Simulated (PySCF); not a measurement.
From a computed spectrum to the compound

A species of 4 atoms with charge 2 has these harmonic modes (PBE, small Gaussian bases with core potentials, PySCF 2.14.0):

```json
{"cm⁻¹": "118", "km/mol": "1.0", "symmetry": "b1"}
{"cm⁻¹": "175", "km/mol": "10.0", "symmetry": "b2"}
{"cm⁻¹": "336", "km/mol": "24.2", "symmetry": "a1"}
{"cm⁻¹": "814", "km/mol": "20.9", "symmetry": "a1"}
{"cm⁻¹": "1052", "km/mol": "222.7", "symmetry": "b2"}
{"cm⁻¹": "1208", "km/mol": "12.9", "symmetry": "a1"}
```

(1) Which species is it, and in which structure?

## Answers

(1) [Ce(NO2)]2+ (singlet in the valence; each metal's 4f electrons, 1 of them, lie in its core potential, out of spins and levels):
```xyz
4

Ce    0.0000    0.0000   -0.5652
O     1.0553    0.0000    1.4945
O    -1.0553    0.0000    1.4945
N     0.0000    0.0000    2.2332
```
Ideal gas at 298.15 K and 1 bar: S = 311.1 J/(mol K), Cp = 60.7 J/(mol K), H − H(0 K) = 14.6 kJ/mol (rigid rotor, harmonic modes, spin degeneracy alone, that of the 4f electrons in the core included). An lcecp potential fixes the number of 4f electrons, so in runs with it no electron can move into or out of that shell.
 This is one of several that fit.
